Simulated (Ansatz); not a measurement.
Basis-set extrapolation for CH4O2SSi, SMILES `O[SiH]1OCS1` (PBE0-D4/def2-TZVP geometry, frozen core, Ansatz 0.2.0). Multiplicity 1, RHF reference.

```
                      def2-TZVPP   def2-QZVPP
                 HF  -876.599012  -876.628598
    MP2 correlation    -0.927047    -1.001924
CCSD(T) correlation    -0.998197      not run
```

Energies in hartree. Use E(X) = E(∞) + A·exp(−7.88·√X) for Hartree–Fock and E(X) = E(∞) + B·X^(−2.97) for correlation, with X = 3 and 4, and add CCSD(T) minus MP2 of the smaller set to the MP2 limit.

**Question.** What is the CCSD(T) energy at the basis-set limit?

**Answer.** HF limit: -876.628598 + (-0.029586) × 0.13774 = -876.63267. MP2 limit: -1.001924 + (-0.074877) × 0.74074 = -1.05739. Higher-order term: -0.998197 − (-0.927047) = -0.07115. Total: -877.76121 hartree, 102.9 kcal/mol below CCSD(T)/def2-TZVPP.
